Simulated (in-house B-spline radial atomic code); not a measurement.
Zr⁴⁺. Computed with a B-spline radial atomic code. Model: all-electron spherical atom, spin shells full or empty, radial basis limit, no spin-orbit coupling: exact exchange with a local potential (Slater, KLI or optimised effective potential, whose far tail is KLI's), no correlation.

Exchange potential has not reached -1/r at the last radius.

The run also made RPA and GW results, which its time includes.

The Slater potential averages the orbital exchange potentials with the orbital densities as weights, KLI adds orbital constants, and the optimised effective potential minimises the exact-exchange energy among local potentials. So their energies lie above Hartree-Fock in the order OEP, KLI, Slater. All fall off as −1/r, unlike LDA and GGA exchange.

Command:
```bash
python run_gw.py task.json out
```
Settings (nuclear radius in fm, other lengths in bohr, energies in hartree):
```
Z                      40
electrons              36
configuration          [Ar] 3d10 4s2 4p6
hamiltonian            x2c
method                 kli
lmax                   9
rms_radius             4.2694
spin_polarised         False
box_radius             11.96
intervals              100
```

Run time, properties included: 8.3 s on 1 thread of Arm Neoverse N1, with other jobs on the host.

Given: hamiltonian one-electron scalar X2C; mean-field start exchange-only KLI.

Computed: energy above Hartree-Fock 15.676 millihartree.

```tsv
radius (bohr)	r times exchange potential (hartree bohr)
0.00125	-0.043266
0.00155	-0.053548
0.00192	-0.06615
0.00237	-0.081344
0.00294	-0.10034
0.00364	-0.12326
0.00451	-0.15102
0.00559	-0.18425
0.00692	-0.22314
0.00857	-0.26806
0.0106	-0.31807
0.0131	-0.37163
0.0163	-0.42762
0.0202	-0.47828
0.025	-0.51775
0.0309	-0.53932
0.0383	-0.54083
0.0475	-0.53647
0.0588	?
0.0728	-0.66326
0.0902	-0.79362
0.112	-0.90648
0.138	-0.95674
0.171	-0.93019
0.212	-0.8896
0.263	-1.0087
0.325	-1.2405
0.403	-1.41
0.499	-1.4209
0.618	-1.2618
0.766	?
0.949	-1.1403
1.17	-1.3175
1.46	-1.3972
1.8	-1.3655
2.23	-1.2784
2.76	-1.1885
```

(1) What belongs in the row 0.0588?

(2) What belongs in the row 0.766?

| occupied | level (hartree) | Hartree-Fock level (hartree) |
| --- | --- | --- |
| 1s | -655.83 | -666.66 |
| 2s | ? | ? |
| 2p | -82.78 | -85.919 |
| 3s | -16.869 | -18.26 |
| 3p | -13.666 | -14.746 |
| 3d | -8.4003 | -8.9618 |
| 4s | -3.7909 | -4.0068 |
| 4p | -2.9584 | -2.9626 |

(3) What belongs in the row 2s?

```csv
empty,level (hartree)
4d,-1.7746
5s,-1.4945
5p,-1.2503
```

Answers

(1) r times exchange potential (hartree bohr): -0.56768.

(2) r times exchange potential (hartree bohr): -1.0674.

(3) level (hartree): -92.574; Hartree-Fock level (hartree): -96.386.

The highest level, 4p, differs from Hartree-Fock by +0.11 eV and the deepest, 1s, by +295 eV: a local potential can match the highest level but can't give each shell its own exchange.
